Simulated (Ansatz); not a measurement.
Mulliken charges of AsH3O (`O[AsH2]`) from ωB97M-V/def2-TZVPP in Ansatz (PBE0-D4/def2-TZVP geometry).

| atom | x (Å) | y (Å) | z (Å) | charge (e) |
| --- | --- | --- | --- | --- |
| O1 | 0.338 | -0.687 | 0.813 | -0.418 |
| As2 | 0.033 | 0.173 | -0.740 | 0.223 |
| H3 | 0.941 | -1.412 | 0.632 | 0.172 |
| H4 | -1.482 | 0.270 | -0.569 | 0.012 |
| H5 | 0.221 | 1.582 | -0.178 | 0.012 |

Task: By hand: the dipole of these point charges (1 e Å = 4.8032 D).

Result: Σ q r = (0.013, 0.105, -0.405) e Å, of length 0.419 e Å = 2.01 D.

Task: How does the dipole of the full density compare? (Best estimate.)

Result: Computed: (0.106, -0.067, -0.232) e Å, 1.27 D; the point charges give 1.58 times that, at 37° from its direction.

Point charges leave out the atoms' own dipoles, such as those of lone pairs, and Mulliken's split depends on the basis, so the two needn't agree.
